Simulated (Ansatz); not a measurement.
Basis sets compared for As5P4⁻ (the lowest singlet isomer of a short search). Charge -1, multiplicity 1. Geometry PBE-D4/def2-SVP. Ansatz on 4 threads of Arm Neoverse V1 on a shared host; times are rough, and most runs start from earlier orbitals.

| atom | x (Å) | y (Å) | z (Å) |
| --- | --- | --- | --- |
| P1 | -0.8628 | 2.1852 | 0.7680 |
| P2 | -2.0795 | 0.3177 | 1.0258 |
| P3 | 1.1747 | 1.5108 | -0.0190 |
| P4 | -1.9635 | 1.2476 | -0.9989 |
| As5 | 0.1614 | 0.5408 | -1.9105 |
| As6 | -0.4860 | -1.5088 | 1.1025 |
| As7 | 2.3045 | -2.0948 | -0.1514 |
| As8 | 1.6420 | -0.3302 | 1.4302 |
| As9 | 0.1090 | -1.8683 | -1.2466 |

The structure comes from a short search, and lower isomers may exist.

```csv
level,functions,energy (Eh),HOMO (eV),LUMO (eV),wall time
PBE-D4/def2-SVPD,286,-12541.0668,-0.65,0.81,12 s
PBE0-D4/def2-SVPD,286,-12541.4721,-1.43,1.45,28 s
```

(1) Estimate the rows for PBE-D4/def2-TZVPD (with forces), PBE0-D4/def2-TZVPD.

## Answers

(1) 
```
                          level  functions  energy (Eh)  HOMO (eV)  LUMO (eV)  wall time
PBE-D4/def2-TZVPD (with forces)        442  -12542.9055      -0.74       0.71       26 s
             PBE0-D4/def2-TZVPD        442  -12543.3068      -1.51       1.36       73 s
```
